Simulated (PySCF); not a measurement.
## Working out the excitation energy of Pb

Pb [Xe] 4f14 5d10 6s2 6p2 (3P) → Pb [Xe] 4f14 5d10 6s2 6p1 7s1 (3P). All numbers are calculated (PySCF 2.14, a scalar-relativistic core potential, in aug-cc-pwCVDZ-PP with ECP60MDF). Frozen: nothing. Energies in hartree (1 hartree = 27.21139 eV):

| part | Pb (lower) | Pb (upper) |
| --- | --- | --- |
| UHF | -191.833078 | -191.691716 |
| MP2 opposite-spin | -0.279135 | -0.281343 |
| MP2 same-spin | -0.157603 | -0.155843 |

Problem. What does Hartree-Fock give?

Solution. (-191.691716) − (-191.833078) = 0.141362 hartree = 3.847 eV.

Problem. What do MP2 and SCS-MP2 (6/5 opposite-spin, 1/3 same-spin) give?

Solution. The opposite-spin parts differ by -0.060 eV and the same-spin parts by 0.048 eV. MP2: 3.847 + (-0.060) + (0.048) = 3.835 eV. SCS-MP2: 3.847 + 1.2 × (-0.060) + (0.048)/3 = 3.791 eV.

A double-zeta basis recovers only part of the correlation energy.
